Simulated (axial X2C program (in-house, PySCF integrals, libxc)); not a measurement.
Worked dissociation energy of Ge₂: HF, without spin–orbit coupling

Computed with an in-house all-electron X2C program for linear molecules (integrals from PySCF). Spin-free means the one-electron spin-free X2C Hamiltonian. Basis: Ge dyall-cv3z [9s9p7d4f1g] (cores contracted in-house); Gaussian nuclei, density fitting, unrestricted open shells. Masses: Ge 73.921 u.

Molecular state: M_S = 1, Λ = 0 (beyond evenly filled blocks: π+α, π-α).

- E(Ge) (2M_S = 2, M_L = 0): -2097.117072 hartree
- E(Ge₂) at Re: -4194.282006 hartree
- ωe: 323.2 cm⁻¹
- ωexe: 0.53 cm⁻¹

Question: Work out De and D0.

Answer: De = -2097.117072 + (-2097.117072) − (-4194.282006) = 0.04786 hartree = 1.302 eV. The zero-point energy is ωe/2 − ωexe/4 = 161 cm⁻¹ = 0.020 eV, so D0 = 1.282 eV.

Occupations by symmetry block were frozen at the best pattern of an incomplete PBE0 search. De is counted from the lowest determinant-based energies of the atoms at the same level, without counterpoise correction. Other states lie close and PBE0, whose exact exchange favours high spin, may order them wrongly; the determinant shown need not be the ground state. The nearest other spin-free determinant of the search, M_S = 1, Λ = 1, lies 0.39 eV up at the distance of the search. Spin-free De lacks the spin–orbit lowering of the heavy p-block atom, a tenth of an eV or more for 4p and 5p, up to an eV for 6p and one to two eV for 7p atoms, less what an open-shell molecule gains itself.

Hartree–Fock lacks correlation and underbinds, often by eV.

Each atomic determinant is the lowest at this level and need not be a pure term. Totals compare only within one Hamiltonian and basis.
